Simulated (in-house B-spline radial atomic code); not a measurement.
Ionisation energies along the 55-electron series, configuration [Kr] 4d10 4f7 5s2, as differences of self-consistent energies. NIST's values go from ground level to ground level; the uncertainty of those that are theory runs from under 0.1 % in few-electron ions to several per cent in heavy many-electron ones. Computed with a B-spline radial code for spherical atoms: non-relativistic Hartree-Fock, average of the configuration, point nuclei.

This level leaves out relativity, spin-orbit splitting included, which matters for heavy ions.

| ion | configuration after | ionisation energy (eV) | IE/(q+1)² (eV) | -ε less Coulomb ΔSCF (eV) | tabulated value (eV) | tabulated kind | computed minus tabulated (eV) |
| --- | --- | --- | --- | --- | --- | --- | --- |
| Dy11+ | [Kr] 4d10 4f6 5s2 | 211.27 | 1.4672 | - | 224 | tabulated theory | -12.73 |
| Ho12+ | [Kr] 4d10 4f6 5s2 | 245.41 | 1.4521 | - | 263 | tabulated theory | -17.59 |
| Er13+ | [Kr] 4d10 4f7 5s1 | 263.52 | 1.3445 | 0.28864 | 290 | tabulated theory | -26.48 |
